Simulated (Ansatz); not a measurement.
Reaction (ligand exchange at the Si–Cl bond): `Cl[SiH2][SbH2]` + H–F → `F[SiH2][SbH2]` + HCl

Program: Ansatz. Geometries: PBE0-D4/def2-TZVP. ΔE: electronic, gas phase. CBS: MP2 limit from def2 TZ/QZ plus the TZ coupled-cluster correction, frozen cores. This one scheme is used for every species. DFT in def2-TZVPP. def2 core potentials past Kr. For Sb outer-core shells are correlated without core-valence functions, which leaves a few kJ/mol of doubt a bond.

| level | ΔE (kJ/mol) |
| --- | --- |
| ωB97X-V | -32.7 |
| SCS-MP2/def2-QZVPP | -30.4 |

(1) What does CCSD(T)/CBS give? (Estimate.)

(2) What do rigid-rotor, harmonic-oscillator terms from PBE0-D4/def2-TZVP frequencies (298.15 K, 1 bar) make of the CCSD(T)/CBS value? (An estimate is asked.)

Largest T1 diagnostic among the species: 0.013.

## Answers

(1) The calculation gave: -27.3 kJ/mol. The listed levels differ from it by -5.4, -3.1 kJ/mol.

(2) Ansatz gave: ΔZPE = -4.2 kJ/mol, ΔH = -32.1 kJ/mol, ΔS = 3 J/(mol·K), ΔG = -33.0 kJ/mol.

The D4 term adds +6.3 kJ/mol with B3LYP and +3.4 kJ/mol with PBE0; it sums over pairs of atoms, weighted by their polarisabilities, and B3LYP, whose exchange is more repulsive, gets the larger term. In def2-TZVPP, CCSD(T) changes the Hartree–Fock value by +12.2 kJ/mol (the triples alone add +2.6 kJ/mol) and MP2 by +18.3 kJ/mol. At CCSD(T), def2-SVP lies −4.5 kJ/mol from the extrapolated value and def2-TZVPP −4.3 kJ/mol.

B3LYP here is the variant with VWN-RPA as its local correlation; programs differ in this.
